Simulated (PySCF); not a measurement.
Start geometry of `[BH2][SnH2][C]#C` from GFN2-xTB (Å):
```
atom  x, y, z in Å
B1    -1.652   -0.868    0.860
Sn2    0.449   -0.679    0.377
C3     0.842    0.989   -0.801
C4     1.076    1.970   -1.474
H5    -2.036   -1.060    1.930
H6    -2.468   -0.720    0.010
H7     1.084   -1.937   -0.528
H8     1.551   -0.537    1.639
H9     1.212    2.824   -2.047
```

**Question.** What comes out of this run: PBE0-D3(BJ)/def2-SVP geometry optimisation, gas phase, def2 core potentials past Kr (PySCF 2.14.0)?

**Answer.** 
```
atom  x, y, z in Å
B1    -1.8784   -0.8617    0.6719
Sn2    0.3421   -0.6431    0.4038
C3     0.7942    1.0669   -0.7295
C4     1.0287    2.0619   -1.3913
H5    -2.3238   -1.7942    1.2958
H6    -2.6401   -0.0547    0.2000
H7     1.0372   -1.9736   -0.4254
H8     1.1637   -0.4652    1.8988
H9     1.2390    2.9422   -1.9728
```

The energy falls by 4.7 kcal/mol over 14 energy and gradient evaluations, the largest force component goes from 0.0266 to 2.0e-04 Eh/bohr, and the atoms move by 0.385 Å rms after alignment. The bond that changes most is B1–Sn2 (ends: three-coordinate boron; tin bonded to B, C and 2 H), which lengthens by 0.084 Å. Bonds longer at the end by more than 0.005 Å: 8 of 8; shorter: 0. Among the angles that change most is B1–Sn2–H8, from 118.5° to 112.3°. Among the dihedrals that turn most is H5–B1–Sn2–H8, from -11° to -61°. Rotational constants go from 9490, 2496, 2048 to 8809, 2454, 1978 MHz. The orientation of the end geometry is arbitrary; only internal coordinates are fixed.

The run used 93 basis functions and 96 SCF cycles in all. Time: 50 s of wall time; peak memory 0.39 GiB. Hardware: one thread, Intel Xeon at 2.60 GHz (x86_64), no GPU, shared host with 128 logical CPUs at a one-minute load of 14.

No frequency check. The numbers are those of one conformer.
